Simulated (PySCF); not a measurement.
Compound: CH8AsB.
SMILES: `[BH3-][AsH2+]C`

The closed-shell ground state was solved at several levels (PySCF, density fitting, gas phase). Geometry: PBE0-D3(BJ)/def2-SVP; no solvent, vibrations or thermal averaging. The calculation is non-relativistic and has no spin–orbit coupling, an omission that weighs most on arsenic.

```json
{"level": "wB97X-D/def2-SVPD", "basis functions": "142", "total energy (Eh)": "-2303.3413", "HOMO (eV)": "-10.21", "LUMO (eV)": "1.59", "gap (eV)": "11.80", "dipole (D)": "4.61"}
{"level": "PBE0/def2-TZVP", "basis functions": "158", "total energy (Eh)": "-2303.2754", "HOMO (eV)": "-8.36", "LUMO (eV)": "0.13", "gap (eV)": "8.49", "dipole (D)": "4.56"}
{"level": "PBE0/6-31G*", "basis functions": "76", "total energy (Eh)": "-2302.9523", "HOMO (eV)": "-8.17", "LUMO (eV)": "0.80", "gap (eV)": "8.97", "dipole (D)": "4.65"}
{"level": "BHandHLYP/def2-SVPD", "basis functions": "142", "total energy (Eh)": "-2303.2270", "HOMO (eV)": "-9.46", "LUMO (eV)": "0.52", "gap (eV)": "9.98", "dipole (D)": "4.62"}
{"level": "CAM-B3LYP/def2-SVPD", "basis functions": "142", "total energy (Eh)": "-2303.3618", "HOMO (eV)": "-9.71", "LUMO (eV)": "0.66", "gap (eV)": "10.37", "dipole (D)": "4.60"}
{"level": "PBE0/pcSseg-2", "basis functions": "247", "total energy (Eh)": "-2303.3193", "HOMO (eV)": "-8.37", "LUMO (eV)": "-0.18", "gap (eV)": "8.19", "dipole (D)": "4.56"}
{"level": "PBE/def2-SVPD", "basis functions": "142", "total energy (Eh)": "-2302.8399", "HOMO (eV)": "-7.05", "LUMO (eV)": "-0.85", "gap (eV)": "6.20", "dipole (D)": "4.42"}
{"level": "PBE0/pcSseg-1", "basis functions": "115", "total energy (Eh)": "-2303.0051", "HOMO (eV)": "-8.38", "LUMO (eV)": "0.21", "gap (eV)": "8.59", "dipole (D)": "4.63"}
{"level": "PBE0/aug-cc-pVDZ", "basis functions": "154", "total energy (Eh)": "-2303.2248", "HOMO (eV)": "-8.33", "LUMO (eV)": "-0.54", "gap (eV)": "7.79", "dipole (D)": "4.53"}
```

(1) Estimate the row for LDA/def2-SVPD, a basis of 142 functions; the other rows only guide the guess.

(2) Over all these levels, which gives the widest orbital gap and which the narrowest?

(3) How much does the basis alone move the frontier levels among the 5 PBE0 rows?

(4) How far do the dipole and the HOMO energy spread over the levels?

Answers

(1) Total energy -2299.2912 Eh, HOMO -7.08 eV, LUMO -1.00 eV, gap 6.08 eV, dipole 4.44 D.

(2) wB97X-D/def2-SVPD (range-separated hybrid) has the widest, 11.80 eV, and LDA/def2-SVPD (LDA) the narrowest, 6.08 eV. The two share the basis. From the narrowest to the widest the HOMO moves by -3.13 eV and the LUMO by +2.59 eV.

(3) The HOMO by 0.21 eV and the LUMO by 1.34 eV. By rising basis size (HOMO, LUMO in eV): 6-31G* -8.17, 0.80; pcSseg-1 -8.38, 0.21; aug-cc-pVDZ -8.33, -0.54; def2-TZVP -8.36, 0.13; pcSseg-2 -8.37, -0.18.

(4) The dipole runs from 4.42 to 4.65 D (mean 4.56 D) and the HOMO from -10.21 to -7.05 eV.

The pairwise dispersion term of wB97X-D wasn't added to the energies; at a given geometry it leaves orbitals and properties as they are.
